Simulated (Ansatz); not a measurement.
Start from `[O]=[Ta]([OH])([OH])[Cl]` and change one atom or group to get `[NH2][Ta](=[O])([OH])[OH]`.

Ansatz, PBE0-D4/def2-TZVP geometries, multiplicity 1. Each molecule was computed in one conformer, which needn't be the lowest.

Elements past krypton have def2 core potentials.

```csv
property,`[O]=[Ta]([OH])([OH])[Cl]`
LUMO energy (B3LYP/def2-TZVPP) / eV,-1.65
HOMO–LUMO gap (PBE/def2-TZVPP) / eV,5.24
LUMO energy (ωB97M-V/def2-TZVPP) / eV,0.70
LUMO energy (PBE/def2-TZVPP) / eV,-2.25
HOMO energy (B3LYP/def2-TZVPP) / eV,-8.79
zero-point energy (PBE0-D4/def2-TZVP) / kJ/mol,78.1
```

Problem. Give the same properties after the change, and the shifts. (Estimate.)

Solution. Computed: 
```tsv
property	`[NH2][Ta](=[O])([OH])[OH]`	shift
LUMO energy (B3LYP/def2-TZVPP) / eV	-0.62	1.03
HOMO–LUMO gap (PBE/def2-TZVPP) / eV	5.42	0.18
LUMO energy (ωB97M-V/def2-TZVPP) / eV	0.99	0.29
LUMO energy (PBE/def2-TZVPP) / eV	-1.10	1.15
HOMO energy (B3LYP/def2-TZVPP) / eV	-7.74	1.05
zero-point energy (PBE0-D4/def2-TZVP) / kJ/mol	142.0	63.9
```

The zero-point energy changes by 63.9 kJ/mol with +6 modes.

B3LYP here is the variant with VWN-RPA as its local correlation; programs differ in this.
